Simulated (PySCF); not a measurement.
C4H6ClF.

```xyz
12

C      0.3799     2.2901     0.0000
C     -0.2166     0.9228     0.0000
F     -1.5669     0.9528     0.0000
C      0.4233    -0.2704     0.0000
C      1.9006    -0.5062     0.0000
Cl    -0.5444    -1.7310     0.0000
H      0.0379     2.8559     0.8925
H      0.0379     2.8559    -0.8925
H      1.4834     2.2693     0.0000
H      2.2016    -1.0941     0.8923
H      2.4709     0.4412     0.0000
H      2.2016    -1.0941    -0.8923
```
Charge 0, spin multiplicity 1.

The structure is a stationary point at PBE-D3(BJ)/def2-SVP.

Level of theory: KT2/pcSseg-1 (PySCF). Non-relativistic, no solvent.

**Question.** Give the absolute GIAO shielding of each atom: isotropic value and principal components (ppm). (The exact figures need the calculation; the answer reports its results.)

**Answer.** 
```tsv
atom	σ(iso)	σ11	σ22	σ33	span
C1	165.0	153.0	158.9	183.2	30.3
C2	28.8	-48.5	64.8	70.0	118.5
F3	248.4	161.0	248.8	335.3	174.3
C4	67.9	9.2	90.2	104.5	95.3
C5	158.6	145.4	147.8	182.6	37.2
Cl6	729.3	529.8	716.8	941.2	411.5
H7	28.9	25.0	26.5	35.1	10.1
H8	28.9	25.0	26.5	35.1	10.1
H9	28.9	24.0	29.9	32.8	8.7
H10	28.9	25.0	27.0	34.8	9.8
H11	29.0	23.9	29.0	34.2	10.2
H12	28.9	25.0	27.0	34.8	9.8
```
